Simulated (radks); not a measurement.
Values are calculated unless marked as measured or tabulated.
C3+, configuration [He] 2p1 (not the ground configuration). Code: a radial shooting solver on a logarithmic mesh with Libxc functionals. Model: scalar-relativistic Kohn-Sham, PBE, spin-polarised, spherical densities, point nucleus; open shells are filled with parallel spins first.

Local quantities along the radius. ELF = 1/(1 + alpha^2) is the electron localisation function; alpha = (tau - tau_W)/tau_unif compares the Pauli kinetic energy density with that of the uniform gas (summed over spins). tau is taken from the large components.

```
   r/bohr * ELF (the largest magnitude, 1, reaches the edge; | marks zero)
 0.009213 |                                                      *
  0.01125 |                                                      *
  0.01374 |                                                      *
  0.01679 |                                                      *
  0.02034 |                                                      *
  0.02484 |                                                      *
  0.03035 |                                                      *
  0.03677 |                                                      *
  0.04491 |                                                      *
  0.05485 |                                                      *
    0.067 |                                                      *
  0.08118 |                                                      *
  0.09915 |                                                      *
   0.1211 |                                                      *
   0.1479 |                                                      *
   0.1792 |                                                      *
   0.2189 |                                                      *
   0.2674 |                                                      *
   0.3266 |                                                    *
   0.3957 |                                          *
   0.4833 |                    *
   0.5903 |       *
   0.7153 |       *
   0.8736 |            *
    1.067 |                 *
    1.303 |                  *
    1.579 |                *
    1.929 |          *
    2.356 |    *
    2.877 |*
    3.486 *
    4.258 *
```

On this mesh the ELF has minima near r = 0.65 bohr, which separate the shells, and maxima near 1.3 (0.35).
